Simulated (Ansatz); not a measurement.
Reaction (formal exchange of groups at a C–Si bond): `BC(=C)[SiH2]C` + `CC` → `BC(=C)CC` + `C[SiH3]`

Gas-phase electronic energies from Ansatz, PBE0-D4/def2-TZVP geometries. CCSD(T)/CBS is the MP2 limit (def2-TZVPP, def2-QZVPP) plus CCSD(T) − MP2 in def2-TZVPP, frozen cores. This one scheme is used for every species. Functionals use def2-TZVPP. One conformer a species, not always the lowest.

(1) Is it downhill or uphill in electronic energy at CCSD(T)/CBS, and by how much? (Estimate.)

(2) What do these levels give: PBE-D4, r2SCAN-D4, ωB97M-V, B2PLYP, r2SCAN, HF/def2-TZVPP, MP2/def2-TZVPP, SCS-MP2/def2-TZVPP, CCSD/def2-TZVPP, HF/def2-QZVPP, MP2/def2-QZVPP, HF/CBS(def2)? (Best estimate.)

Largest T1 diagnostic among the species: 0.011.

Answers

(1) Computed: Uphill: ΔE = +7.7 kcal/mol.

(2) Ansatz gave: PBE-D4 7.5, r2SCAN-D4 7.8, ωB97M-V 7.8, B2PLYP 7.7, r2SCAN 7.8, HF/def2-TZVPP 7.7, MP2/def2-TZVPP 7.6, SCS-MP2/def2-TZVPP 7.4, CCSD/def2-TZVPP 7.3, HF/def2-QZVPP 7.7, MP2/def2-QZVPP 7.8, HF/CBS(def2) 7.7 kcal/mol.
